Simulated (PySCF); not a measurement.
## How methods differ on the ionisation energy of Zr²⁺

Zr²⁺ [Kr] 4d2 (3F) → Zr³⁺ [Kr] 4d1 (2D), as a difference of total energies. All numbers are calculated (PySCF 2.14, a scalar-relativistic core potential, in def2-SVP with the def2 core potential (28 electrons) (5s3p2d1f, 31 functions)). Correlated levels: valence: 4s2 4p6 frozen. The calculations carry no spin-orbit coupling.

```
           method  ionisation energy (eV)
              UHF                  22.472
             TPSS                  23.348
           M06-2X                  23.137
    MP2 (valence)                  22.524
SCS-MP2 (valence)                  22.489
```

How much does correlation contribute at MP2 (valence)?

22.524 − (22.472) = 0.052 eV, measured against UHF.

The reference lies between the lowest fine-structure levels, while these numbers refer to the centres of the terms.

Errors of the correlated levels include the incompleteness of this basis and the frozen core.

For comparison: 23.170 eV (semi-empirical (NIST evaluation); NIST Atomic Spectra Database, ionization energies).
